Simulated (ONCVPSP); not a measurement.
# u(r) = r·R(r): atom against pseudo-atom (hydrogen (H))

Columns: radius, all-electron u(r) and pseudo u(r) of the 1s shell (level -6.49 eV) of hydrogen in the configuration 1s1; PBE, scalar-relativistic, ONCV scheme, ONCVPSP 4.0.1.

```tsv
r (bohr)	all-electron	pseudo
0.065	0.1168	0.0871
0.130	0.2187	0.1724
0.195	0.3071	0.2541
0.260	0.3831	0.3310
0.325	0.4482	0.4023
0.390	0.5035	0.4675
0.455	0.5500	0.5264
0.520	0.5887	0.5785
0.585	0.6204	0.6233
0.650	0.6460	0.6601
0.715	0.6660	0.6884
0.780	0.6811	0.7078
0.845	0.6920	0.7186
0.910	0.6991	0.7218
0.975	0.7028	0.7193
1.040	0.7036	0.7133
1.105	0.7019	0.7059
1.170	0.6979	0.6988
1.235	0.6920	0.6920
1.300	0.6844	0.6844
1.365	0.6753	0.6753
1.430	0.6650	0.6651
1.495	0.6537	0.6537
1.560	0.6415	0.6415
1.625	0.6286	0.6286
1.690	0.6151	0.6151
```

Question: How many radial nodes do the two functions have?

Answer: The all-electron 1s function has n − l − 1 = 0; the pseudo-wave has 0.

Question: At about which radius was the pseudo-wave matched?

Answer: 1.25 bohr, where the columns begin to agree (steps of 0.07 bohr).

Question: Where does each function peak?

Answer: Outermost all-electron maximum near 1.04 bohr, pseudo maximum near 0.91 bohr (to the table’s step).

Question: Is the pseudo-wave norm-conserving?

Answer: Yes: the ONCV scheme keeps the norm inside the radius equal to the all-electron one, which fixes the energy derivative of the logarithmic derivative at the level.
